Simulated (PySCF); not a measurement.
## Working out the ionisation energy of Sn⁺

Sn⁺ [Kr] 4d10 5s2 5p1 (2P) → Sn²⁺ [Kr] 4d10 5s2 (1S). Calculation: PySCF 2.14, in x2c-TZVPPall (8s6p4d2f, 60 functions); scalar relativity by spin-free X2C-1e. Frozen: [Kr] 4d10. Energies in hartree (1 hartree = 27.21139 eV):

```csv
part,Sn⁺ (lower),Sn²⁺ (upper)
UHF,-6173.496468,-6172.992372
CCSD correlation,-0.043047,-0.033917
(T),-0.000620,0.000000
```

What does Hartree-Fock give?

(-6172.992372) − (-6173.496468) = 0.504096 hartree = 13.717 eV.

What do CCSD and CCSD(T) give?

The CCSD correlation energies differ by 0.009130 hartree = 0.248 eV and the triples by 0.000620 hartree = 0.017 eV, so CCSD gives 13.965 eV and CCSD(T) 13.982 eV.

Measured between the centres of the two terms (NIST): 14.282 eV, so CCSD(T) (valence) is off by -0.300 eV.

What remains against the reference includes basis incompleteness, the frozen core and higher excitations.
